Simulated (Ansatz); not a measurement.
Basis-set extrapolation for C3H7AlClFO, SMILES `CC(C)[O][Al]([F])[Cl]` (PBE0-D4/def2-TZVP geometry, frozen core, the Gaussian-basis code of Ansatz). Multiplicity 1, RHF reference.

```csv
,def2-TZVPP,def2-QZVPP
HF,-993.761751,-993.796047
MP2 correlation,-1.267013,-1.369579
CCSD(T) correlation,-1.366234,not run
```

Energies in hartree. Use E(X) = E(∞) + A·exp(−7.88·√X) for Hartree–Fock and E(X) = E(∞) + B·X^(−2.97) for correlation, with X = 3 and 4, and add CCSD(T) minus MP2 of the smaller set to the MP2 limit.

Question: What is the CCSD(T) energy at the basis-set limit?

Answer: HF limit: -993.796047 + (-0.034296) × 0.13774 = -993.80077. MP2 limit: -1.369579 + (-0.102566) × 0.74074 = -1.44555. Higher-order term: -1.366234 − (-1.267013) = -0.09922. Total: -995.34554 hartree, 5.92 eV below CCSD(T)/def2-TZVPP.
